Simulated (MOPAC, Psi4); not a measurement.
Internal rotation in SMILES CC(=O)CC#N (C₄H₅NO). Scanned: dihedral O3–C2–C4–C5; all other coordinates were relaxed at GFN2-xTB. Points at φ and −φ are mirror images. Heavy atoms are numbered in the order of the SMILES CC(=O)CC#N, hydrogens after them in the order of the atoms that carry them; the mirror image has the same energies with the sign of each dihedral reversed.

- AM1, restricted, heats of formation // GFN2-xTB (MOPAC)
- PBE0/def2-TZVP // GFN2-xTB (Psi4)
- MP2/cc-pVTZ = DF-MP2 (frozen core)/cc-pVTZ // GFN2-xTB run with Psi4

Energies relative to the lowest point of each profile, in kcal/mol:

```tsv
φ / °	AM1	PBE0/def2-TZVP
-150	0.0	0.0
-120	0.2	0.5
-90	0.8	1.5
-60	1.0	2.3
-30	0.9	1.7
0	0.9	1.3
30	0.9	1.7
60	1.0	2.3
90	0.8	1.5
120	0.2	0.5
150	0.0	0.0
180	0.1	0.1
```

### Question
What does MP2/cc-pVTZ give at the same points?

### Answer
-150: 0.0; -120: 0.4; -90: 1.3; -60: 2.2; -30: 1.5; 0: 1.1; 30: 1.5; 60: 2.2; 90: 1.3; 120: 0.4; 150: 0.0; 180: 0.2 (kcal/mol).
